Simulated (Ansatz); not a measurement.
Abridged output of a molecular run in Ansatz:

```
Functional definition: HF
1863 factors; integrals over basis functions are off by at most 1.1e-3 eV
mean field evaluation 1: about -33446.1652 eV, gradient 5.2e1 eV
mean field evaluation 2: about -33446.5106 eV, gradient 5.3e1 eV
mean field evaluation 4: about -33452.0403 eV, gradient 4.2e0 eV
mean field evaluation 8: about -33452.1187 eV, gradient 2.5e-1 eV
mean field evaluation 16: about -33452.1190 eV, gradient 1.2e-6 eV
mean field -33452.11897172 eV, -1229.3426975502 hartree, gradient 1.2e-6 eV, S^2 0.000000; 0 other end points of the search recorded, 0 dependent functions left out
18 core orbitals not correlated: weight in the atoms' cores, before any rotation towards them, 1.000 or more for the frozen orbitals, at most 0.000 for the correlated occupied ones
reference -33452.11897172 eV, -1229.3426975502 hartree; 19, 19 occupied and 280, 280 virtual orbitals, 1863 factors
second order -29.64018646 eV of doubles, -0.00000000 eV of singles
cycle   1  -30.32468898 eV  change   -6.8e-1 eV  update   1.1e-1
cycle   2  -31.00039057 eV  change   -6.8e-1 eV  update   3.1e-2
cycle   3  -31.13589420 eV  change   -1.4e-1 eV  update   1.5e-2
cycle   4  -31.12121592 eV  change    1.5e-2 eV  update   3.1e-3
cycle   5  -31.12020211 eV  change    1.0e-3 eV  update   1.4e-3
cycle   6  -31.12067920 eV  change   -4.8e-4 eV  update   3.7e-4
cycle   7  -31.12047447 eV  change    2.0e-4 eV  update   1.5e-4
cycle   8  -31.12043394 eV  change    4.1e-5 eV  update   4.2e-5
perturbative correction -1.17967820 eV, -0.0433523741 hartree
Total energy: -33484.41908386 eV, -1230.5297047775 hartree
```

Its atoms:

```xyz
13

O     1.460   -1.096    0.807
Si    0.741   -0.898   -0.659
O    -0.491   -1.942   -0.925
C     0.164    0.873   -0.633
Si   -0.839    1.363    0.849
Cl   -2.376   -0.008    1.132
H     1.832   -1.956    1.011
H     1.695   -1.172   -1.759
H    -1.276   -1.816   -0.383
H     1.043    1.529   -0.653
H    -0.413    1.072   -1.541
H    -0.037    1.376    2.091
H    -1.505    2.675    0.663
```

Q: Which basis set was used?
A. def2-TZVPP
B. def2-SVPD
C. def2-TZVPPD
D. def2-SVP

A: A. It gives 317 functions.

Q: Write the keys of the input that set method, charge and spin (a neutral closed shell needs none for the last two).

A: 
```yaml
correlation: {method: ccsd_t}
```
